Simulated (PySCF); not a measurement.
Species: 4-aminobenzaldehyde, C₇H₇NO.
Cartesian coordinates in Å at the PBE0-D3(BJ)/def2-SVP level; atoms count from 1:
```xyz
16
C7H7NO angstrom
N      2.9450   -0.0825   -0.0735
C      1.5891    0.0252    0.0333
C      0.7583   -1.0965   -0.1653
C     -0.6148   -0.9826   -0.0258
C     -1.2084    0.2404    0.3110
C     -2.6648    0.3560    0.4450
O     -3.2611    1.3717    0.7167
C     -0.3821    1.3575    0.5113
C      0.9890    1.2576    0.3775
H      3.5043    0.7565   -0.1151
H      3.3424   -0.9060   -0.5004
H      1.2080   -2.0573   -0.4289
H     -1.2495   -1.8601   -0.1848
H     -3.2191   -0.6041    0.2685
H     -0.8556    2.3066    0.7741
H      1.6234    2.1336    0.5378
```

Level: CAM-B3LYP/def2-SVPD in PySCF, non-relativistic, on one gas-phase PBE0-D3(BJ)/def2-SVP geometry that isn't relaxed in the solvent. The solvent is an IEF-PCM continuum (Bondi radii, 1.10 Å for H, scaled by 1.2). Specific hydrogen bonds and non-electrostatic terms are outside this model.

Gas phase at CAM-B3LYP/def2-SVPD: HOMO -7.54 eV, LUMO -0.35 eV, dipole 5.81 D.

**Question.** What does the continuum do to the energy, the frontier levels and the dipole at CAM-B3LYP/def2-SVPD in dichloromethane and acetone?

**Answer.** 
```tsv
solvent	ε	E(solvent) − E(gas) (kJ/mol)	polarisation term (kJ/mol)	distortion of the solute (kJ/mol)	HOMO (eV)	LUMO (eV)	dipole (D)
dichloromethane	8.93	-37.37	-45.06	7.69	-7.38	-0.42	7.70
acetone	20.49	-41.86	-51.57	9.71	-7.38	-0.44	7.92
```

The first energy column is the sum of the next two and covers electrostatics alone. From dichloromethane to acetone the lowering changes by a factor 1.12, Onsager's factor (ε − 1)/(2ε + 1) by 1.10 and ε itself by 2.3.

**Question.** Which radius a makes the point-dipole formula ΔE = −[(ε − 1)/(2ε + 1)]·μ²/a³ give the value in acetone, with the gas-phase dipole?

**Answer.** μ = 2.284 au and |ΔE| = 0.01594 Eh give a = 2.82 Å; the farthest nucleus lies 3.68 Å from the centroid of the nuclei, so such a sphere wouldn't even hold the nuclei. The formula assumes a rigid point dipole at the centre of a sphere.

**Question.** Give the dipole vector in the frame of the coordinates (D, pointing from negative to positive charge), gas and acetone.

**Answer.** Gas (5.20, -2.13, -1.45), solvent (7.06, -3.02, -1.97). Its length changes by +36 % and its direction by less than 1°.

**Question.** How does the static polarisability (CAM-B3LYP/def2-SVPD, frozen core, with the continuum's full static response) change?

**Answer.** 
```
         medium  isotropic (au)  principal values (au)  ⟨r²⟩ of the electrons (bohr²)
            gas            99.4      53.4, 96.1, 148.7                         1311.6
dichloromethane           138.0     70.3, 130.6, 213.2                         1310.7
        acetone           143.6     73.4, 135.4, 222.0                         1310.6
```

The isotropic value in acetone is 1.44 times the gas-phase one; no cavity-field correction is applied. ⟨r²⟩ is taken about the centre of nuclear charge.
